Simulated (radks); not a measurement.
Pm4+, 57 electrons, occupied as [Xe] 4f3. All-electron calculation, scalar-relativistic Kohn-Sham, XLYP, spin-polarised, spherical densities, finite nucleus; open shells are filled with parallel spins first (spin-orbit coupling, left out, can overturn this in heavy ions); Fermi nuclear charge, rms radius 4.962 fm. Program: a radial shooting solver on a logarithmic mesh with Libxc functionals.

Normalised radial functions P(r) = r R(r), r in bohr:

r            5s up
0.0009523   0.0393
0.00127     0.0499
0.001681    0.0623
0.002241    0.0776
0.00299     0.0953
0.003956    0.1144
0.005276    0.1345
0.007037    0.1523
0.009385    0.1631
0.01242     0.1602
0.01656     0.1348
0.02209     0.0778
0.02923    -0.0111
0.03898    -0.1261
0.05199    -0.2294
0.06935    -0.2590
0.09176    -0.1575
0.1224      0.0813
0.1632      0.3280
0.216       0.3550
0.288       0.0347
0.3842     -0.4248
0.5124     -0.5344
0.678      -0.0662
0.9043      0.6538
1.206       1.0215
1.596       0.8495
2.128       0.4297
2.839       0.1294
3.786       0.0209
5.01        0.0016
6.682       0.0000

5s up: eigenvalue -85.473 eV, 4 radial nodes at r = 0.0284, 0.112, 0.294, 0.696 bohr, <r> = 1.36 bohr, 90 % of the charge inside 1.95 bohr.
